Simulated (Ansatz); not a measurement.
Stepwise reaction of `[NH2][Ga]([NH2])[NH2]` with hydrogen chloride, as a gas-phase model of exchange steps in deposition or etching. ΔE in kJ/mol; ΔG adds harmonic PBE0-D4 terms to CCSD(T)/CBS, at 1 bar.

Gas-phase electronic energies from Ansatz, PBE0-D4/def2-TZVP geometries. CCSD(T)/CBS adds triple-zeta CCSD(T) − MP2 to the extrapolated MP2 energy (def2 sets, frozen cores). This one scheme is used for every species. DFT in def2-TZVPP. B3LYP here is the variant with VWN-RPA as its local correlation; programs differ in this. For Ga outer-core shells are correlated without core-valence functions, which leaves a few kJ/mol of doubt a bond. Scalar relativity is left out up to krypton. Each species was taken in one conformer, which may not be the lowest.

| step | reaction | PBE-D4 | B3LYP-D4 | ωB97M-V | CCSD(T)/CBS | ΔG(600 K) |
| --- | --- | --- | --- | --- | --- | --- |
| 1 | `[NH2][Ga]([NH2])[NH2]` + HCl → `[NH2][Ga]([NH2])[Cl]` + NH₃ | -97.7 | -98.7 | -99.0 | -92.4 | -79.5 |
| 2 | `[NH2][Ga]([NH2])[Cl]` + HCl → `[NH2][Ga]([Cl])[Cl]` + NH₃ | -81.5 | -82.4 | -82.3 | -76.7 | -74.7 |

(1) Give the row of step 3, `[NH2][Ga]([Cl])[Cl]` + HCl → `[Cl][Ga]([Cl])[Cl]` + NH₃. (Best estimate.)

(2) By hand: ΔE of the 3 steps together at CCSD(T)/CBS.

Answers

(1) Computed: 
```tsv
step	reaction	PBE-D4	B3LYP-D4	ωB97M-V	CCSD(T)/CBS	ΔG(600 K)
3	`[NH2][Ga]([Cl])[Cl]` + HCl → `[Cl][Ga]([Cl])[Cl]` + NH₃	-67.0	-66.9	-66.3	-60.5	-39.6
```

(2) (-92.4) + (-76.7) + (-60.5) = -229.6 kJ/mol, or -76.5 kJ/mol a step.

In ΔE each step is higher than the one before. All are downhill at CCSD(T)/CBS. ΔG lies between -79.5 and -39.6 kJ/mol a step. PBE-D4 differs from CCSD(T)/CBS by -6.5 to -4.8 kJ/mol a step. Isolated molecules leave out the surface, adducts and barriers. Largest T1 diagnostic: 0.012.
